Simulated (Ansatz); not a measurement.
Species: CH4OS, SMILES `OCS` (H–O–C–S torsion 52°, O–C–S–H torsion 65°) (charge 0, multiplicity 1), formula CH4OS.

Task: How many basis functions does Ansatz (a quantum-chemistry and plane-wave program) with frozen-core CCSD(T)/cc-pVTZ // B3LYP-D3(BJ)/def2-TZVP use, how many core orbitals are frozen, and how many electrons are correlated?

Result: 150 basis functions and 7 frozen orbitals, which leaves 20 correlated electrons. Core time is of the order of seconds.
